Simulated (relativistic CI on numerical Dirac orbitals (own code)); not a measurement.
Electric-dipole transitions in Ar

Method of calculation: Dirac-Coulomb-Breit CI, orbitals from a KLI potential per configuration, a model potential for QED, valence Slater integrals scaled by 0.85, configuration energies shifted to the measured levels that pair with them (semi-empirical) (own radial code, finite nucleus).

Configurations in the expansion (outside the closed core [Ne]): 3s2 3p6, 3s2 3p5 4s, 3s2 3p5 4p, 3s2 3p5 3d, 3s2 3p5 5s, 3s2 3p4 3d2, 3s2 3p5 5p, 3s2 3p5 4d, 3s2 3p5 4f, 3s2 3p5 5d, 3s2 3p5 5f, 3s2 3p5 5g, 3s 3p6 3d, 3s2 3p4 4s2. Levels of other configurations are missing.

```
λ vac (nm)                 Lower                  Upper   A (s⁻¹)        gf  Branching (%)
    699.27  3s2 3p5 4s 3P°_2 [2]   3s2 3p5 4p 3P_1 [14]  5.57e+06  1.22e-01           13.1
    708.21  3s2 3p5 4s 3P°_2 [2]   3s2 3p5 4p 3P_2 [13]  2.79e+06  1.05e-01            6.8
    714.34  3s2 3p5 4s 3P°_2 [2]   3s2 3p5 4p 3D_1 [12]  8.38e+05  1.92e-02            2.0
    730.17  3s2 3p5 4s 3P°_1 [3]   3s2 3p5 4p 3P_1 [14]  1.94e+06  4.66e-02            4.6
    739.91  3s2 3p5 4s 3P°_1 [3]   3s2 3p5 4p 3P_2 [13]  9.22e+06  3.78e-01           22.3
    755.12  3s2 3p5 4s 3P°_1 [3]   3s2 3p5 4p 3P_0 [11]  4.80e+07  4.11e-01           99.6
    768.08  3s2 3p5 4s 3P°_2 [2]   3s2 3p5 4p 3P_2 [10]  3.10e+07  1.37e+00           73.1
    773.35  3s2 3p5 4s 3P°_2 [2]    3s2 3p5 4p 3D_1 [9]  6.59e+06  1.77e-01           16.0
    777.47  3s2 3p5 4s 3P°_0 [4]   3s2 3p5 4p 3P_1 [14]  1.24e+07  3.36e-01           29.0
    796.14  3s2 3p5 4s 3P°_0 [4]   3s2 3p5 4p 3D_1 [12]  2.68e+07  7.65e-01           64.8
    800.60  3s2 3p5 4s 3P°_2 [2]    3s2 3p5 4p 3D_2 [8]  1.13e+07  5.43e-01           28.8
    805.52  3s2 3p5 4s 3P°_1 [3]   3s2 3p5 4p 3P_2 [10]  6.03e+06  2.93e-01           14.2
    810.11  3s2 3p5 4s 3P°_2 [2]    3s2 3p5 4p 3D_3 [7]  4.25e+07  2.93e+00          100.0
    811.32  3s2 3p5 4s 3P°_1 [3]    3s2 3p5 4p 3D_1 [9]  3.10e+07  9.18e-01           75.1
    829.44  3s2 3p5 4s 1P°_1 [5]   3s2 3p5 4p 3P_1 [14]  2.27e+07  7.03e-01           53.4
    841.36  3s2 3p5 4s 3P°_1 [3]    3s2 3p5 4p 3D_2 [8]  2.61e+07  1.38e+00           66.5
    842.04  3s2 3p5 4s 1P°_1 [5]   3s2 3p5 4p 3P_2 [13]  2.92e+07  1.55e+00           70.9
    850.73  3s2 3p5 4s 1P°_1 [5]   3s2 3p5 4p 3D_1 [12]  1.37e+07  4.47e-01           33.2
    870.14  3s2 3p5 4s 3P°_0 [4]    3s2 3p5 4p 3D_1 [9]  2.28e+06  7.77e-02            5.5
    884.43  3s2 3p5 4s 3P°_2 [2]    3s2 3p5 4p 3S_1 [6]  2.65e+07  9.31e-01           75.3
    928.06  3s2 3p5 4s 1P°_1 [5]   3s2 3p5 4p 3P_2 [10]  5.41e+06  3.50e-01           12.7
    934.44  3s2 3p5 4s 3P°_1 [3]    3s2 3p5 4p 3S_1 [6]  7.11e+06  2.79e-01           20.2
    935.76  3s2 3p5 4s 1P°_1 [5]    3s2 3p5 4p 3D_1 [9]  1.42e+06  5.59e-02            3.4
    975.96  3s2 3p5 4s 1P°_1 [5]    3s2 3p5 4p 3D_2 [8]  1.86e+06  1.33e-01            4.7
    982.57   3s2 3p5 4p 3S_1 [6]  3s2 3p5 3d 3F°_2 [26]  4.89e+02  3.54e-05            0.0
    1013.3  3s2 3p5 4s 3P°_0 [4]    3s2 3p5 4p 3S_1 [6]  1.29e+06  5.97e-02            3.7
    1281.6   3s2 3p5 4p 3D_2 [8]  3s2 3p5 3d 3F°_2 [22]  5.69e+06  7.01e-01           28.5
    1310.0   3s2 3p5 4p 3D_3 [7]  3s2 3p5 3d 3F°_3 [20]  3.04e+06  5.48e-01           15.5
    1335.7   3s2 3p5 4p 3D_2 [8]  3s2 3p5 3d 3F°_3 [20]  1.64e+07  3.08e+00           83.5
    1336.0  3s2 3p5 4p 3D_1 [12]  3s2 3p5 3d 3F°_2 [26]  1.72e+07  2.30e+00           86.8
    1350.3   3s2 3p5 4p 3D_3 [7]  3s2 3p5 3d 3F°_4 [19]  1.90e+07  4.66e+00          100.0
    1358.2   3s2 3p5 4p 3D_1 [9]  3s2 3p5 3d 3F°_2 [22]  1.26e+07  1.75e+00           63.2
```

Terms are leading LS components. Brackets give the number of a level in order of energy, since labels repeat. The list gives strong lines, with weight on those to low levels, without configurations that were not tied to measured data, without lines whose two gauges differ by over a factor of 2.5, among the lowest 100 of 221 levels, so that lines to higher ones, which can be the strongest, are missing, and without lines across small gaps between configurations, and without 33 lines that miss the measured interval by over 3.5 %, start from a term whose rates miss tabulated ones by over 60 %, have gauges far apart or, lacking measured levels, span too small a gap for the errors found; lines with a level outside our table were not tested and can miss by more. Levels whose partners in the same complex of configurations lie outside the list can be far off, and so can their lines. Rates are taken at the computed energies, electric ones in the length gauge.

Configurations whose levels could be paired with our table of measured levels were shifted onto them, all but the ground configuration, by the median error of their levels; single terms can still be off by 1,000 to 2,000 cm⁻¹ or more, and rates follow the energies as ν³ (E1, M1) or ν⁵ (E2). The others borrow a shift and can be off by several thousand cm⁻¹ or more. The fine structure of a lone outer electron comes out too small, for d and f at times inverted, and misplaced configurations move strength between like terms. 30 of the 30 excited levels that our extract of the measured tables holds in this range could be paired (the sources list more); they are missed by 118 cm⁻¹ on average and 679 at most, after the shifts were fitted to these levels, and levels without a partner can miss by more.

Q: From the table, what is the radiative lifetime of 3s2 3p5 4p 3P_1?

A: The listed rates from this level add up to about 4.26e+07 s⁻¹, 100 % of its decay; with all channels τ = 2.35e-08 s.

LS names give the leading component of a level, which can be under half, so a name can repeat, a term be missing and a line seem to break the LS rules.
